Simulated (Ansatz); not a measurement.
Ideal-gas functions of CH5AlBrGa (`[CH3][Al]([GaH2])[Br]`) at 400 K and 1 bar, from an Ansatz frequency run at PBE0-D4/def2-TZVP.

Molar mass 193.66 g/mol, point group Cs (symmetry number 1), electronic degeneracy 1, moments of inertia 182.008, 617.102, 788.811 u Å². Harmonic wavenumbers (cm⁻¹, unscaled): 42, 58, 110, 126, 137, 255, 344, 405, 526, 616, 659, 686, 758, 1213, 1433, 1436, 1927, 1933, 3036, 3115, 3133.

Use S(trans) = R[1.5 ln M + 2.5 ln T − 1.1517]; rotational temperatures θ = 24.2544 K / I; S(rot) = R[ln(√π/σ · √(T³/θAθBθC)) + 1.5]; for each mode x = 1.438777 ν̃/T, S = R[x/(eˣ − 1) − ln(1 − e⁻ˣ)] and H = RT x/(eˣ − 1); 1 cm⁻¹ = 0.0119627 kJ/mol; R = 8.31446 J/(mol·K).

By hand: the entropy, in J/(mol·K).

Translation 180.6. Rotation: θ = 0.1333, 0.0393, 0.0307 K, giving 128.3. Vibration, mode by mode: 24.04, 21.36, 16.08, 14.97, 14.28, 9.32, 7.05, 5.88, 4.15, 3.22, 2.85, 2.64, 2.15, 0.57, 0.30, 0.29, 0.06, 0.06, 0.00, 0.00, 0.00, in all 129.3. Electronic 0.0. Sum 438.2 J/(mol·K).

By hand: H − E and G − E in kJ/mol, counted from the electronic energy.

Zero-point energy ½ × 21948 × 0.0119627 = 131.3; thermal vibration 23.8; translation, rotation and pV give 4 RT = 13.3. H − E = 168.4 kJ/mol, and G − E = 168.4 − 400 × 438.2/1000 = -6.9 kJ/mol.

Vibration gives 30 % of the entropy, 90.7 J/(mol·K) of it from the modes under 150 cm⁻¹: soft modes count most, and the harmonic formula is weakest for them.
